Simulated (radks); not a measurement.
The numbers below are computed, except where a source is named.
The zirconium ion Zr2+, configuration [Kr] 4d2. Code: a radial shooting solver on a logarithmic mesh with Libxc functionals. Model: scalar-relativistic Kohn-Sham, Slater X-alpha with alpha = 0.962, spin-polarised, spherical densities, finite nucleus; open shells are filled with parallel spins first (spin-orbit coupling, left out, can overturn this in heavy ions); Fermi nuclear charge, rms radius 4.2694 fm.

Normalised radial functions P(r) = r R(r), r in bohr:

r          3d up    4s up  4d down
0.004868  0.0002   0.1175   0.0001
0.005578  0.0003   0.1297   0.0001
0.00639   0.0004   0.1425   0.0001
0.007321  0.0006   0.1557   0.0002
0.008388  0.0008   0.1689   0.0002
0.009609  0.0012   0.1818   0.0003
0.01092   0.0017   0.1931   0.0005
0.01251   0.0025   0.2036   0.0007
0.01434   0.0036   0.2118   0.0011
0.01642   0.0053   0.2166   0.0015
0.01882   0.0076   0.2167   0.0022
0.02156   0.0110   0.2108   0.0032
0.0247    0.0158   0.1976   0.0046
0.0283    0.0226   0.1755   0.0066
0.03242   0.0322   0.1433   0.0094
0.03714   0.0455   0.1002   0.0133
0.04255   0.0637   0.0460   0.0186
0.04836   0.0869  -0.0144   0.0253
0.05541   0.1196  -0.0864   0.0348
0.06348   0.1629  -0.1626   0.0473
0.07273   0.2191  -0.2370   0.0635
0.08332   0.2906  -0.3017   0.0841
0.09546   0.3797  -0.3472   0.1096
0.1094    0.4875  -0.3632   0.1402
0.1253    0.6142  -0.3404   0.1756
0.1436    0.7577  -0.2727   0.2150
0.1645    0.9132  -0.1591   0.2564
0.1869    1.0635  -0.0165   0.2945
0.2142    1.2173   0.1581   0.3300
0.2454    1.3518   0.3325   0.3553
0.2811    1.4527   0.4763   0.3645
0.3221    1.5065   0.5581   0.3519
0.369     1.5033   0.5516   0.3124
0.4227    1.4390   0.4437   0.2432
0.4843    1.3174   0.2387   0.1442
0.5549    1.1492  -0.0398   0.0186
0.6357    0.9512  -0.3519  -0.1268
0.7283    0.7438  -0.6496  -0.2823
0.8278    0.5575  -0.8748  -0.4270
0.9484    0.3842  -1.0226  -0.5667
1.087     0.2455  -1.0600  -0.6793
1.245     0.1441  -0.9927  -0.7543
1.426     0.0769  -0.8462  -0.7855
1.634     0.0369  -0.6578  -0.7718
1.872     0.0157  -0.4653  -0.7175
2.145     0.0058  -0.2979  -0.6311
2.457     0.0018  -0.1712  -0.5245
2.815     0.0005  -0.0874  -0.4104
3.199     0.0001  -0.0411  -0.3072
3.666     0.0000  -0.0160  -0.2110
4.2       0.0000  -0.0052  -0.1341
4.811     0.0000  -0.0014  -0.0782
5.512     0.0000  -0.0003  -0.0413
6.315     0.0000  -0.0001  -0.0194

3d up: eigenvalue -204.52 eV, 0 radial nodes, <r> = 0.444 bohr, 90 % of the charge inside 0.713 bohr. 4s up: eigenvalue -75.036 eV, 3 radial nodes at r = 0.0470, 0.189, 0.545 bohr, <r> = 1.19 bohr, 90 % of the charge inside 1.74 bohr. 4d down (empty): eigenvalue -18.493 eV, 1 radial node at r = 0.565 bohr, <r> = 1.83 bohr, 90 % of the charge inside 2.85 bohr.
